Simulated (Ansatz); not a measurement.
Consider the cleavage of the Si–Si bond: `[SiH3][SiH2]S` + `OCS` → `OCS[SiH2]S` + SiH₄.

Calculated with Ansatz (gas phase, PBE0-D4/def2-TZVP geometries, no zero-point term in ΔE). CCSD(T)/CBS is the MP2 limit (def2-TZVPP, def2-QZVPP) plus CCSD(T) − MP2 in def2-TZVPP, frozen cores. This one scheme is used for every species. DFT in def2-TZVPP. One conformer a species, not always the lowest.

`[SiH3][SiH2]S`:

Z-matrix (Å, degrees):
```
Si
Si 1 2.338
H 1 1.487 2 109.5
H 1 1.486 2 110.0 3 119.9
H 1 1.486 2 110.0 3 -119.8
S 2 2.143 1 106.2 3 -179.6
H 2 1.488 1 110.6 3 60.1
H 2 1.488 1 110.6 3 -59.3
H 6 1.344 2 95.4 1 -179.6
```

`OCS`:

Cartesian coordinates in Å:
```
O -0.182 -0.555 1.097
C -0.208 0.303 -0.015
S -0.035 -0.632 -1.536
H -0.237 -0.016 1.893
H -1.172 0.816 -0.118
H 0.582 1.058 0.036
H 1.251 -0.973 -1.356
```

`OCS[SiH2]S`:

```xyz
11

O     0.088    2.090   -0.424
C     0.117    1.426    0.787
S     1.439    0.137    0.918
Si    0.384   -1.473    0.053
S    -0.304   -0.920   -1.919
H    -0.178    1.458   -1.106
H    -0.837    0.949    1.039
H     0.361    2.153    1.561
H     1.324   -2.615   -0.004
H    -0.841   -1.834    0.812
H    -1.553   -1.370   -1.717
```

SiH₄:

Z-matrix (Å, degrees):
```
Si
H 1 1.485
H 1 1.485 2 109.5
H 1 1.485 2 109.5 3 -120.0
H 1 1.485 2 109.5 3 120.0
```

Problem. Is it downhill or uphill in electronic energy at CCSD(T)/CBS, and by how much? (Best estimate.)

Solution. The calculation gave: Downhill: ΔE = -76.8 kJ/mol.

Problem. What do these levels give: B2PLYP, r2SCAN, HF/def2-TZVPP, MP2/def2-TZVPP, HF/CBS(def2), CCSD/CBS(def2)? (An estimate is asked.)

Solution. The calculation gave: B2PLYP -76.0, r2SCAN -77.5, HF/def2-TZVPP -67.2, MP2/def2-TZVPP -85.8, HF/CBS(def2) -66.5, CCSD/CBS(def2) -72.6 kJ/mol.

Largest T1 diagnostic among the species: 0.012.

The D4 term adds −8.9 kJ/mol with B3LYP and −4.9 kJ/mol with PBE0; it sums over pairs of atoms, weighted by their polarisabilities, and B3LYP, whose exchange is more repulsive, gets the larger term. In def2-TZVPP, CCSD(T) changes the Hartree–Fock value by −7.8 kJ/mol (the triples alone add −4.2 kJ/mol) and MP2 by −18.5 kJ/mol.

B3LYP here is the variant with VWN-RPA as its local correlation; programs differ in this.
